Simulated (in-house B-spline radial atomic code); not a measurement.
Results of a calculation; reference values are marked as such.
## C6 from the polarisability at imaginary frequency: the silicon ion Si⁴⁺

B97-1 linear response of the closed shell [He] 2s2 2p6, from an all-electron radial atomic-structure program (B-spline basis); non-relativistic, point nucleus, no spin-orbit coupling.

The dispersion coefficient of two like species is C6 = (3/π) ∫ α(iu)² du from 0 to ∞.

```
u (hartree)  α(iu) (bohr³)
          0         0.1689
      0.335         0.1683
      0.783         0.1654
       1.34         0.1591
       2.24         0.1446
       3.35          0.124
       5.03        0.09546
       7.83        0.06221
       11.2        0.03966
       16.8        0.02174
         28       0.009251
       55.9       0.002649
```

**Question.** Fit one oscillator, α(iu) = α(0)/(1 + u²/ω²), through u = 11.2 and estimate C6.

**Answer.** From α(0)/α(iu) − 1 = 0.1689/0.03966 − 1 = 3.2587, ω = u/√3.2587 = 6.2043 hartree (168.8 eV). London's formula gives C6 = (3/4) α(0)² ω = 0.75 × 0.1689² × 6.2043 = 0.1327 hartree·bohr⁶, and the oscillator holds f = α(0) ω² = 6.50 electrons, of a sum of oscillator strengths of 10.0.

**Question.** How does that compare with the full integral?

**Answer.** The program's quadrature over all excitations gives C6 = 0.1257, so the single oscillator is off by +5.6 %. At the last point the fit gives α = 0.00206 against 0.00265: higher excitations, and deeper shells where there are any, keep the true curve higher at large u.
